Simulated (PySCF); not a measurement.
# Nuclear quadrupole coupling in `COC1=CC(F)=C(F)[P@@H]1=O`

Compound: C₅H₅F₂O₂P.
Atom-mapped SMILES: `[CH3:1][O:2][C:3]1=[CH:4][C:5]([F:6])=[C:7]([F:8])[P@@H:9]1=[O:10]` (hydrogens: H11, H12, H13 on C1; H14 on C4; H15 on P9)

Cartesian coordinates in Å at the GFN2-xTB level; atoms count from 1:
```
atom  x, y, z in Å
C1     2.1538   -0.7218   -0.9963
O2     1.7076   -0.5057    0.3267
C3     0.4289   -0.1569    0.4394
C4    -0.2350    0.0121    1.6008
C5    -1.6065    0.4428    1.4476
F6    -2.3485    0.6174    2.5408
C7    -2.0423    0.6096    0.1861
F8    -3.2608    1.0118   -0.1861
P9    -0.6762    0.2851   -0.9690
O10   -0.8877   -0.6479   -2.0702
H11    3.2290   -0.8797   -0.9388
H12    1.6695   -1.5988   -1.4339
H13    1.9391    0.1509   -1.6256
H14    0.1756   -0.1710    2.5784
H15   -0.2508    1.5601   -1.3464
```

Field gradients from the PBE0/pcSseg-1 density (PySCF, non-relativistic), principal values in atomic units, ordered |Vxx| ≤ |Vyy| ≤ |Vzz|:

| atom | Vxx | Vyy | Vzz |
| --- | --- | --- | --- |
| O2 | -0.2845 | -1.5477 | 1.8322 |
| O10 | -0.3426 | -0.5452 | 0.8878 |

Find the asymmetry η = (Vxx − Vyy)/Vzz and the couplings χ = eQV/h (234.96 MHz × Q in barn × V in au), with Q(17O) = −0.0256 b.

| atom | environment | nucleus | η | χzz (MHz) | χxx (MHz) | χyy (MHz) |
| --- | --- | --- | --- | --- | --- | --- |
| O2 | ether oxygen | 17O | 0.69 | -11.02 | 1.71 | 9.31 |
| O10 | phosphoryl oxygen | 17O | 0.23 | -5.34 | 2.06 | 3.28 |

The tensor is traceless: Vxx + Vyy + Vzz = 0.

What is Vzz at O10 in SI units (1 au = 9.71736 × 10²¹ V/m²)?

0.8878 au = 8.627 × 10²¹ V/m².

What couplings would deuterons (Q(2H) = 0.00286 b) have in place of the hydrogens, at this geometry?

```
atom  bonded to  bond length (Å)  Vzz (au)     η  χzz (kHz)
 H11         C1            1.088    0.3030  0.08        204
 H12         C1            1.093    0.2872  0.10        193
 H13         C1            1.097    0.2848  0.12        191
 H14         C4            1.076    0.3356  0.07        226
 H15         P9            1.396    0.1859  0.00        125
```

One conformer (not necessarily the lowest) at the GFN2-xTB geometry, without solvent, vibrations or thermal averaging. GFN2-xTB bond lengths can be off by several hundredths of an ångström, more for odd bonds, and the gradients follow them. The small basis limits the accuracy of the gradients.

These values come from a run that also computed NMR shieldings. Hardware: one thread, Arm Neoverse V1 (aarch64), shared host. Cost: 36 s of wall time, 0.90 GiB resident at most.
